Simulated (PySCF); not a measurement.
C₂H₉ClSi₃, SMILES [SiH2](Cl)[Si@@H]1[SiH2]CC1. Coordinates come from a PBE-D3(BJ)/def2-SVP optimisation. The structure was generated by enumeration; whether it is a known compound was not checked. The values are those of a single conformer.

Computed equilibrium geometry at PBE-D3(BJ)/def2-SVP (PySCF confirms it by a frequency run) as bond lengths and angles (one conformer of several):
Atoms: Cl1 Si2 Si3 C4 C5 Si6 H7 H8 H9 H10 H11 H12 H13 H14 H15. Bonded distances (Å): Cl1–Si2 2.096, Si2–Si3 2.344, Si2–H7 1.506, Si2–H8 1.505, Si3–C4 1.940, Si3–Si6 2.345, Si3–H9 1.507, C4–C5 1.560, C4–H10 1.110, C4–H11 1.111, C5–Si6 1.932, C5–H12 1.111, C5–H13 1.110, Si6–H14 1.505, Si6–H15 1.507. Angles (°): Cl1–Si2–Si3 108.2, Cl1–Si2–H7 108.3, Cl1–Si2–H8 107.8, Si3–Si2–H7 110.1, Si3–Si2–H8 114.2, H7–Si2–H8 108.0, Si2–Si3–C4 111.0, Si2–Si3–Si6 109.6, Si2–Si3–H9 110.7, C4–Si3–Si6 76.3, C4–Si3–H9 118.9, Si6–Si3–H9 126.0, Si3–C4–C5 98.3, Si3–C4–H10 118.2, Si3–C4–H11 107.5, C5–C4–H10 114.8, C5–C4–H11 110.5, H10–C4–H11 107.1, C4–C5–Si6 99.1, C4–C5–H12 110.3, C4–C5–H13 114.6, Si6–C5–H12 107.7, Si6–C5–H13 117.6, H12–C5–H13 107.2, Si3–Si6–C5 76.2, Si3–Si6–H14 124.2, Si3–Si6–H15 113.7, C5–Si6–H14 118.0, C5–Si6–H15 111.9, H14–Si6–H15 109.2.
